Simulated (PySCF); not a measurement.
Species: 4-bromobenzyl alcohol, C7H7BrO.
Geometry (PBE0-D3(BJ)/def2-SVP, Å), atoms numbered from 1 in this order:
```
atom  x, y, z in Å
O1    -2.9596    1.0673   -1.2591
C2    -2.6518   -0.0305   -0.4509
C3    -1.1622   -0.1386   -0.2708
C4    -0.6226   -1.1494    0.5313
C5     0.7521   -1.2673    0.7069
C6     1.6000   -0.3604    0.0706
Br7    3.4683   -0.5111    0.3041
C8     1.0840    0.6527   -0.7322
C9    -0.2964    0.7573   -0.8978
H10   -3.9150    1.1326   -1.3350
H11   -3.1203    0.0509    0.5513
H12   -3.0193   -0.9806   -0.8914
H13   -1.2855   -1.8615    1.0320
H14    1.1673   -2.0575    1.3344
H15    1.7567    1.3566   -1.2251
H16   -0.7187    1.5459   -1.5217
```

Linear response at B3LYP/def2-SVPD (PySCF, frozen core in the response, non-relativistic). Relativistic effects, spin–orbit coupling among them, are left out although an element past zinc is present.

Static isotropic polarisability: 110.42 au (16.36 Å³), principal values 68.3, 105.3, 157.6 au.

**Question.** What is the polarisability at 1064 nm and at the sodium D line?

**Answer.** 111.84 au at 1064 nm (+1.3 %), 115.34 au at 589.3 nm (+4.5 %). The rise at 589.3 nm is 3.46 times that at 1064 nm; a pure ω² law gives 3.26. The lowest singlet lies at 248 nm, shorter than both wavelengths.

**Question.** What is the isotropic C6 coefficient between two such molecules, C6 = (3/π)∫α(iω)² dω?

**Answer.** 4438 au (Eh·bohr⁶) by a ten-point quadrature over imaginary frequencies, which is 2650 eV·Å⁶ or 256 J·nm⁶/mol.

**Question.** Which effective excitation energy ω̄ makes London's formula C6 = (3/4)α²ω̄ exact here?

**Answer.** ω̄ = 4·C6/(3α²) = 0.485 Eh = 13.2 eV. A one-pole form α(ω) = α/(1 − ω²/ω̄²) fitted to the 1064 nm value gives 10.3 eV.

**Question.** What n − 1 at the D line would an ideal gas of it have at 273.15 K and 1 atm (2.6868 × 10¹⁹ cm⁻³), by n − 1 = 2π·N·α′?

**Answer.** 28.85 × 10⁻⁴, a formal value whether or not that pressure can be reached.

**Question.** How many electrons N does the Slater–Kirkwood formula C6 = (3/4)·√N·α^(3/2) need to give this C6?

**Answer.** N = (4·C6/3)²/α³ = 26.0; the species has 92 electrons in all.

**Question.** What three-body coefficient follows from the one-pole estimate C9 = (3/4)·α·C6?

**Answer.** 368000 au. This is an estimate from the two numbers above, not a computed integral.

**Question.** What molar refraction at the D line follows from R = (4π/3)·N_A·α′, with α′ the polarisability volume?

**Answer.** α′ = 17.09 Å³ gives R = 43.12 cm³/mol, for isolated, non-vibrating species.

**Question.** The lowest 6 singlets have (eV, f): 4.99, 0.008; 5.35, 0.000; 5.48, 0.209; 5.92, 0.000; 6.19, 0.000; 6.23, 0.000. What share of the static polarisability do they carry in the sum over states α = Σ f/ω²?

**Answer.** 5.43 au, 4.9 % of α; the largest term, 5.17 au, is that of the state at 5.48 eV. Their oscillator strengths add up to 0.22. Higher states carry the rest.

The run took about 2.7 min of CPU time (one thread, shared machine). This is the whole response run at B3LYP/def2-SVPD, SCF included.

One conformer stands for the species.
